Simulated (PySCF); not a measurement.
C3H8NO (SMILES CN(C)C=[OH+]), charge +1, singlet, geometry from GFN2-xTB; M062X/3-21G run with PySCF.

Input for PySCF:
```python
from pyscf import gto, scf, dft

mol = gto.M(
    atom='''
C    -0.731680   -1.146495    0.581472
N    -0.327490    0.162946    0.124680
C    -1.271750    1.226300    0.360898
C     0.802195    0.365265   -0.457310
O     1.638466   -0.609364   -0.661567
H    -0.932200   -1.114958    1.652420
H     0.046582   -1.878644    0.381684
H    -1.647870   -1.445998    0.072121
H    -0.902759    2.177457   -0.015184
H    -1.462619    1.317661    1.431033
H    -2.217754    0.993372   -0.129839
H     1.044303    1.376954   -0.777019
H     2.464433   -0.361970   -1.105792
''',
    basis='3-21g',
    charge=1,
    spin=0,
    verbose=4,
)

mf = dft.RKS(mol)
mf.xc = 'm062x'
mf.kernel()
```

The log (banner, timings and long lists left out):

```
PySCF version 2.14.0

[INPUT] verbose = 4
[INPUT] num. atoms = 13
[INPUT] num. electrons = 40
[INPUT] charge = 1
[INPUT] spin (= nelec alpha-beta = 2S) = 0
[INPUT] symmetry False subgroup None
[INPUT] Mole.unit = angstrom
[INPUT] Symbol           X                Y                Z      unit          X                Y                Z       unit  Magmom
[INPUT]  1 C     -0.731680000000  -1.146495000000   0.581472000000 AA   -1.382674810822  -2.166561553183   1.098822829103 Bohr   0.0
[INPUT]  2 N     -0.327490000000   0.162946000000   0.124680000000 AA   -0.618866408534   0.307923313093   0.235611053211 Bohr   0.0
[INPUT]  3 C     -1.271750000000   1.226300000000   0.360898000000 AA   -2.403259198916   2.317371146554   0.681998378903 Bohr   0.0
[INPUT]  4 C      0.802195000000   0.365265000000  -0.457310000000 AA    1.515928848495   0.690250812889  -0.864190654025 Bohr   0.0
[INPUT]  5 O      1.638466000000  -0.609364000000  -0.661567000000 AA    3.096252004412  -1.151531070169  -1.250180443050 Bohr   0.0
[INPUT]  6 H     -0.932200000000  -1.114958000000   1.652420000000 AA   -1.761602693320  -2.106965260393   3.122621242754 Bohr   0.0
[INPUT]  7 H      0.046582000000  -1.878644000000   0.381684000000 AA    0.088027222334  -3.550122645557   0.721278226128 Bohr   0.0
[INPUT]  8 H     -1.647870000000  -1.445998000000   0.072121000000 AA   -3.114022988887  -2.732540196669   0.136288937830 Bohr   0.0
[INPUT]  9 H     -0.902759000000   2.177457000000  -0.015184000000 AA   -1.705967266486   4.114797378017  -0.028693601475 Bohr   0.0
[INPUT] 10 H     -1.462619000000   1.317661000000   1.431033000000 AA   -2.763949334585   2.490018415021   2.704260445215 Bohr   0.0
[INPUT] 11 H     -2.217754000000   0.993372000000  -0.129839000000 AA   -4.190947671659   1.877201019811  -0.245360150287 Bohr   0.0
[INPUT] 12 H      1.044303000000   1.376954000000  -0.777019000000 AA    1.973446661062   2.602065946124  -1.468353103583 Bohr   0.0
[INPUT] 13 H      2.464433000000  -0.361970000000  -1.105792000000 AA    4.657103422340  -0.684024165309  -2.089644030735 Bohr   0.0

nuclear repulsion = 192.548485509697
number of shells = 41
number of NR pGTOs = 99
number of NR cGTOs = 61
basis = 3-21g
ecp = {}

******** <class 'pyscf.dft.rks.RKS'> ********
method = RKS
initial guess = minao
damping factor = 0
level_shift factor = 0
DIIS = <class 'pyscf.scf.diis.CDIIS'>
diis_start_cycle = 1
diis_space = 8
diis_damp = 0
SCF conv_tol = 1e-09
SCF conv_tol_grad = None
SCF max_cycles = 50
direct_scf = True
direct_scf_tol = 1e-13
XC library pyscf.dft.libxc version 7.1.2
    S. Lehtola, C. Steigemann, M. J. T. Oliveira, and M. A. L. Marques,  SoftwareX 7, 1–5 (2018)
XC functionals = m062x
    Y. Zhao and D. G. Truhlar,  Theor. Chem. Acc. 120, 215 (2008)
    Y. Zhao and D. G. Truhlar,  Theor. Chem. Acc. 120, 215 (2008)
radial grids:
    Treutler-Ahlrichs [JCP 102, 346 (1995); DOI:10.1063/1.469408] (M4) radial grids

becke partition: Becke, JCP 88, 2547 (1988); DOI:10.1063/1.454033
pruning grids: <function nwchem_prune>
grids dens level: 3
symmetrized grids: False
atomic radii adjust function: <function treutler_atomic_radii_adjust>
small_rho_cutoff = 0
Set gradient conv threshold to 3.16228e-05
Initial guess from minao.
tot grids = 148808
init E= -248.456099950583
  HOMO = -0.293391850191088  LUMO = -0.0108203839787957  gap/eV = 7.68916
cycle= 1 E= -247.298988658878  delta_E= 1.16  |g|= 0.535  |ddm|= 3.15
  HOMO = -0.572741528051279  LUMO = -0.254057808665117  gap/eV = 8.67183
cycle= 2 E= -247.292663029301  delta_E= 0.00633  |g|= 0.641  |ddm|= 1.03
  HOMO = -0.557032550853243  LUMO = -0.196586225420177  gap/eV = 9.80824
cycle= 3 E= -247.369120909397  delta_E= -0.0765  |g|= 0.085  |ddm|= 0.511
  HOMO = -0.549116398759023  LUMO = -0.176818441783869  gap/eV = 10.13074
cycle= 4 E= -247.370193695612  delta_E= -0.00107  |g|= 0.0378  |ddm|= 0.0913
  HOMO = -0.548901112430495  LUMO = -0.17994588048154  gap/eV = 10.03978
cycle= 5 E= -247.370503905175  delta_E= -0.00031  |g|= 0.0113  |ddm|= 0.0342
  HOMO = -0.550355706699072  LUMO = -0.180946523217431  gap/eV = 10.05214
cycle= 6 E= -247.370528535443  delta_E= -2.46e-05  |g|= 0.00142  |ddm|= 0.00922
  HOMO = -0.550165805990808  LUMO = -0.180723500931032  gap/eV = 10.05304
cycle= 7 E= -247.370529118729  delta_E= -5.83e-07  |g|= 0.000534  |ddm|= 0.002
  HOMO = -0.550165643637524  LUMO = -0.180713182985727  gap/eV = 10.05331
cycle= 8 E= -247.370529176894  delta_E= -5.82e-08  |g|= 0.000186  |ddm|= 0.000426
  HOMO = -0.550183391386262  LUMO = -0.180713401759085  gap/eV = 10.05379
cycle= 9 E= -247.370529186338  delta_E= -9.44e-09  |g|= 2.52e-05  |ddm|= 0.000261
  HOMO = -0.550182024682615  LUMO = -0.180711033788488  gap/eV = 10.05382
cycle= 10 E= -247.370529186589  delta_E= -2.51e-10  |g|= 2.62e-06  |ddm|= 5.78e-05
  HOMO = -0.550182306910899  LUMO = -0.180711012302447  gap/eV = 10.05383
Extra cycle  E= -247.370529186591  delta_E= -2.1e-12  |g|= 1.59e-06  |ddm|= 6.5e-06
converged SCF energy = -247.370529186591
```
